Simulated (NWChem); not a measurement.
System: C2H6O2Si; SMILES O(C)C(=O)[SiH3]

Here is an NWChem input.

```
start job
memory heap 200 mb stack 900 mb global 1100 mb
geometry units angstroms noautosym nocenter noautoz
  C     -0.395166    -2.306765     0.008533
  O     -0.754155    -0.910163    -0.015620
  C      0.283256    -0.040239    -0.014851
  O      1.446592    -0.386486    -0.000030
  Si    -0.263098     1.807486    -0.001825
  H     -1.339759    -2.850670     0.010378
  H      0.185353    -2.536533     0.905872
  H      0.197034    -2.563825    -0.873645
  H      0.553486     2.514890    -1.016772
  H      0.045070     2.340886     1.348563
  H     -1.708795     1.967060    -0.293996
end
basis spherical
  * library 6-31g*
end
dft
  xc b3lyp
  iterations 150
end
property
  shielding
end
task dft property
```

Excerpt of the output:

```
             Northwest Computational Chemistry Package (NWChem) 7.3.0
             --------------------------------------------------------

                             Geometry "geometry" -> ""
                             -------------------------

 Output coordinates in angstroms (scale by  1.889725989 to convert to a.u.)

  No.       Tag          Charge          X              Y              Z
 ---- ---------------- ---------- -------------- -------------- --------------
    1 C                    6.0000    -0.39516600    -2.30676500     0.00853300
    2 O                    8.0000    -0.75415500    -0.91016300    -0.01562000
    3 C                    6.0000     0.28325600    -0.04023900    -0.01485100
    4 O                    8.0000     1.44659200    -0.38648600    -0.00003000
    5 Si                  14.0000    -0.26309800     1.80748600    -0.00182500
    6 H                    1.0000    -1.33975900    -2.85067000     0.01037800
    7 H                    1.0000     0.18535300    -2.53653300     0.90587200
    8 H                    1.0000     0.19703400    -2.56382500    -0.87364500
    9 H                    1.0000     0.55348600     2.51489000    -1.01677200
   10 H                    1.0000     0.04507000     2.34088600     1.34856300
   11 H                    1.0000    -1.70879500     1.96706000    -0.29399600

 Effective nuclear repulsion energy (a.u.)     224.1028866118

                              NWChem Property Module
                              ----------------------

  itol2e modified to match energy
  convergence criterion.

                                 NWChem DFT Module
                                 -----------------

 Summary of "ao basis" -> "ao basis" (spherical)
 ------------------------------------------------------------------------------
       Tag                 Description            Shells   Functions and Types
 ---------------- ------------------------------  ------  ---------------------
 C                           6-31g*                  6       14   3s2p1d
 O                           6-31g*                  6       14   3s2p1d
 Si                          6-31g*                  8       18   4s3p1d
 H                           6-31g*                  2        2   2s

  itol2e modified to match energy
  convergence criterion.

            General Information
            -------------------
          SCF calculation type: DFT
          Wavefunction type:  closed shell.
          No. of atoms     :    11
          No. of electrons :    48
           Alpha electrons :    24
            Beta electrons :    24
          Charge           :     0
          Spin multiplicity:     1
          Use of symmetry is: off; symmetry adaption is: off
          Maximum number of iterations: 150
          AO basis - number of functions:    86
                     number of shells:    44
          Convergence on energy requested:  1.00D-07
          Convergence on density requested:  1.00D-05
          Convergence on gradient requested:  5.00D-04

              XC Information
              --------------
                         B3LYP Method XC Potential
                     Hartree-Fock (Exact) Exchange  0.200
                        Slater Exchange Functional  0.800 local
                    Becke 1988 Exchange Functional  0.720 non-local
              Lee-Yang-Parr Correlation Functional  0.810
                  VWN I RPA Correlation Functional  0.190 local

             Grid Information
             ----------------
          Grid used for XC integration:  fine
          Radial quadrature: Mura-Knowles
          Angular quadrature: Lebedev.
          Tag              B.-S. Rad. Rad. Pts. Rad. Cut. Ang. Pts.
          ---              ---------- --------- --------- ---------
          C                   0.70       70          12.0       590
          O                   0.60       70          10.0       590
          Si                  1.10      123          11.0       770
          H                   0.35       60          13.0       590
          Grid pruning is: on
          Number of quadrature shells:   763
          Spatial weights used:  Erf1

      Superposition of Atomic Density Guess
      -------------------------------------

 Sum of atomic energies:        -516.63591552

      Non-variational initial energy
      ------------------------------

 Total energy =    -518.744952
 1-e energy   =   -1156.535502
 2-e energy   =     413.687663
 HOMO         =      -0.331839
 LUMO         =       0.008372

   convergence    iter        energy       DeltaE   RMS-Dens  Diis-err
 ---------------- ----- ----------------- --------- --------- ---------
 d= 0,ls=0.0,diis     1   -519.6146244324 -7.44D+02  1.91D-02  1.12D+00
 d= 0,ls=0.0,diis     2   -519.2772159491  3.37D-01  1.40D-02  4.73D+00
 d= 0,ls=0.0,diis     3   -519.7336676546 -4.56D-01  3.65D-03  1.62D-01
 d= 0,ls=0.0,diis     4   -519.7437409539 -1.01D-02  1.45D-03  6.36D-02
 d= 0,ls=0.0,diis     5   -519.7496164425 -5.88D-03  3.06D-04  1.48D-03
  Resetting Diis
 d= 0,ls=0.0,diis     6   -519.7497614295 -1.45D-04  8.48D-05  6.35D-05
 d= 0,ls=0.0,diis     7   -519.7497700976 -8.67D-06  2.84D-05  2.00D-06
 d= 0,ls=0.0,diis     8   -519.7497699027  1.95D-07  1.52D-05  4.47D-06
 d= 0,ls=0.0,diis     9   -519.7497703499 -4.47D-07  4.82D-06  4.20D-07
 d= 0,ls=0.0,diis    10   -519.7497703928 -4.29D-08  8.86D-07  1.08D-08

         Total DFT energy =     -519.749770392809
      One electron energy =    -1159.890849100082
           Coulomb energy =      467.247189645355
    Exchange-Corr. energy =      -51.208997549897
 Nuclear repulsion energy =      224.102886611815

 Numeric. integr. density =       47.999997532762

                       DFT Final Molecular Orbital Analysis
                       ------------------------------------

[...]

          -----------------------------------------
          Chemical Shielding Tensors (GIAO, in ppm)
          -----------------------------------------

                                NWChem CPHF Module
                                ------------------

  scftype          =     RHF
  nclosed          =       24
  nopen            =        0
  variables        =     1488
  # of vectors     =        3
  tolerance        = 0.10D-03
  level shift      = 0.00D+00
  max iterations   =       50
  max subspace     =       30

 SCF residual:    5.3869917552095083E-005

Iterative solution of linear equations
  No. of variables     1488
  No. of equations        3
  Maximum subspace       30
        Iterations       50
       Convergence  1.0D-04

   iter   nsub   residual    time
   ----  ------  --------  ---------
     1      3    6.97D-01      88.4
     2      6    1.16D-01      96.1
     3      9    2.77D-03     104.0
     4     12    1.95D-04     111.9
     5     15    5.92D-06     120.2

      Atom:    1  C
        Diamagnetic
    245.2262     -1.5733      0.0499
     -1.5733    259.0550     -0.2347
      0.0499     -0.2347    242.5337

        Paramagnetic
   -132.7612    -10.5786      0.0203
    -10.5786    -80.2617     -0.6576
      0.0203     -0.6576   -112.2695

        Total Shielding Tensor
    112.4650    -12.1520      0.0702
    -12.1520    178.7933     -0.8923
      0.0702     -0.8923    130.2642

           isotropic =     140.5075
          anisotropy =      60.6865

          Principal Components and Axis System
                 1           2           3
              180.9652    130.2489    110.3084

      1        -0.1747     -0.0074      0.9846
      2         0.9845      0.0165      0.1748
      3        -0.0176      0.9998      0.0044

      Atom:    2  O
        Diamagnetic
    390.0253      4.7615     -0.0602
      4.7615    415.6990     -0.4784
     -0.0602     -0.4784    374.0679

        Paramagnetic
   -320.9313    151.8752     -3.6854
    151.8752   -350.1855      1.8198
     -3.6854      1.8198   -159.3650

        Total Shielding Tensor
     69.0940    156.6367     -3.7455
    156.6367     65.5135      1.3414
     -3.7455      1.3414    214.7029

           isotropic =     116.4368
          anisotropy =     161.7373

          Principal Components and Axis System
                 1           2           3
              224.2617    214.4342    -89.3855

      1         0.7012      0.1183     -0.7031
      2         0.6904      0.1333      0.7110
      3        -0.1779      0.9840     -0.0118

      Atom:    3  C
        Diamagnetic
    262.3847      0.2589      0.2013
      0.2589    260.6817     -0.0590
      0.2013     -0.0590    233.6506

        Paramagnetic
   -241.5075    -46.8283     -0.1001
    -46.8283   -306.9071      0.6309
     -0.1001      0.6309   -146.5519

        Total Shielding Tensor
     20.8771    -46.5693      0.1012
    -46.5693    -46.2254      0.5719
      0.1012      0.5719     87.0987

           isotropic =      20.5835
          anisotropy =      99.7768

          Principal Components and Axis System
                 1           2           3
               87.1014    -70.0728     44.7220

      1        -0.0020      0.4558      0.8901
      2         0.0050      0.8901     -0.4557
      3         1.0000     -0.0035      0.0040

      Atom:    4  O
        Diamagnetic
    413.5980     -6.4040      0.4284
     -6.4040    390.8801     -0.0121
      0.4284     -0.0121    388.2667

        Paramagnetic
   -891.0194    -37.2431     -4.0288
    -37.2431   -641.5386      3.4344
     -4.0288      3.4344   -103.6879

        Total Shielding Tensor
   -477.4214    -43.6470     -3.6004
    -43.6470   -250.6585      3.4223
     -3.6004      3.4223    284.5788

           isotropic =    -147.8337
          anisotropy =    -506.5646

          Principal Components and Axis System
                 1           2           3
             -485.5434    284.6205   -242.5782

      1         0.9832     -0.0051     -0.1826
      2         0.1826      0.0068      0.9832
      3         0.0038      1.0000     -0.0076

      Atom:    5  Si
        Diamagnetic
    881.1710     -1.3103      0.0344
     -1.3103    887.2278      0.0402
      0.0344      0.0402    880.0512

        Paramagnetic
   -387.8745     -2.7132     -2.3930
     -2.7132   -411.3210     -5.3653
     -2.3930     -5.3653   -435.9822

        Total Shielding Tensor
    493.2964     -4.0235     -2.3586
     -4.0235    475.9068     -5.3250
     -2.3586     -5.3250    444.0690

           isotropic =     471.0907
          anisotropy =      34.6788

          Principal Components and Axis System
                 1           2           3
              494.2100    476.0376    443.0246

      1         0.9778      0.2007      0.0595
      2        -0.2080      0.9638      0.1667
      3        -0.0239     -0.1754      0.9842

      Atom:    6  H
        Diamagnetic
     33.2218      7.5166     -0.0451
      7.5166     32.9598     -0.0900
     -0.0451     -0.0900     22.7831

        Paramagnetic
     -4.3784     -5.4140      0.0349
     -5.4140     -0.8642      0.0078
      0.0349      0.0078      2.9893

        Total Shielding Tensor
     28.8434      2.1026     -0.0101
      2.1026     32.0956     -0.0823
     -0.0101     -0.0823     25.7724

           isotropic =      28.9038
          anisotropy =       6.3369

          Principal Components and Axis System
                 1           2           3
               33.1284     27.8118     25.7712

      1         0.4405      0.8977     -0.0073
      2         0.8977     -0.4404      0.0154
      3        -0.0106      0.0133      0.9999

      Atom:    7  H
        Diamagnetic
     26.4413     -2.4887      6.1362
     -2.4887     29.5764     -5.2668
      6.1362     -5.2668     31.0615

        Paramagnetic
     -0.5671      1.0427     -4.2503
      1.0427      1.1675      2.2311
     -4.2503      2.2311     -2.2960

        Total Shielding Tensor
     25.8742     -1.4460      1.8859
     -1.4460     30.7439     -3.0357
      1.8859     -3.0357     28.7655

           isotropic =      28.4612
          anisotropy =       7.7425

          Principal Components and Axis System
                 1           2           3
               33.6229     26.8178     24.9430

      1        -0.2841      0.3506      0.8924
      2         0.7596      0.6502     -0.0136
      3        -0.5850      0.6740     -0.4511

      Atom:    8  H
        Diamagnetic
     26.6270     -2.7430     -6.1149
     -2.7430     29.8520      5.3106
     -6.1149      5.3106     30.6124

        Paramagnetic
     -0.6775      1.1937      4.2281
      1.1937      1.0580     -2.3267
      4.2281     -2.3267     -2.0607

        Total Shielding Tensor
     25.9495     -1.5493     -1.8868
     -1.5493     30.9100      2.9839
     -1.8868      2.9839     28.5517

           isotropic =      28.4704
          anisotropy =       7.7803

          Principal Components and Axis System
                 1           2           3
               33.6572     26.7953     24.9587

      1        -0.2929     -0.3648      0.8838
      2         0.7744     -0.6327     -0.0045
      3         0.5608      0.6831      0.4678

      Atom:    9  H
        Diamagnetic
     27.8520      3.4341     -4.7906
      3.4341     30.4873     -5.3444
     -4.7906     -5.3444     30.1575

        Paramagnetic
     -0.1527     -2.0402      2.5962
     -2.0402     -1.8847      2.6591
      2.5962      2.6591     -2.2277

        Total Shielding Tensor
     27.6993      1.3939     -2.1944
      1.3939     28.6026     -2.6853
     -2.1944     -2.6853     27.9298

           isotropic =      28.0772
          anisotropy =       6.3928

          Principal Components and Axis System
                 1           2           3
               32.3391     26.6990     25.1935

      1        -0.4795     -0.7572      0.4436
      2        -0.6230      0.6497      0.4356
      3         0.6180      0.0676      0.7832

      Atom:   10  H
        Diamagnetic
     24.5928      0.6174      2.2063
      0.6174     28.8884      5.6205
      2.2063      5.6205     34.9875

        Paramagnetic
      1.4315     -0.3913     -1.2871
     -0.3913     -0.9788     -2.8780
     -1.2871     -2.8780     -4.7688

        Total Shielding Tensor
     26.0244      0.2261      0.9192
      0.2261     27.9096      2.7425
      0.9192      2.7425     30.2186

           isotropic =      28.0509
          anisotropy =       6.1775

          Principal Components and Axis System
                 1           2           3
               32.1692     26.3229     25.6605

      1         0.1438     -0.5882      0.7958
      2         0.5411      0.7201      0.4344
      3         0.8286     -0.3681     -0.4218

      Atom:   11  H
        Diamagnetic
     37.2689     -3.0153      2.6487
     -3.0153     27.2392     -0.5710
      2.6487     -0.5710     24.3217

        Paramagnetic
     -5.6420      1.7209     -1.4203
      1.7209      0.2694      0.1863
     -1.4203      0.1863      0.5126

        Total Shielding Tensor
     31.6270     -1.2944      1.2284
     -1.2944     27.5086     -0.3846
      1.2284     -0.3846     24.8343

           isotropic =      27.9899
          anisotropy =       6.3513

          Principal Components and Axis System
                 1           2           3
               32.2241     27.1359     24.6098

      1         0.9464      0.2797     -0.1617
      2        -0.2738      0.9600      0.0585
      3         0.1716     -0.0111      0.9851
```

Level: B3LYP/6-31G* (spherical d), GIAO. Coordinates come from a B3LYP/6-31G* (spherical d) optimisation. The printed shielding anisotropy is the first printed principal value minus the mean of the other two.
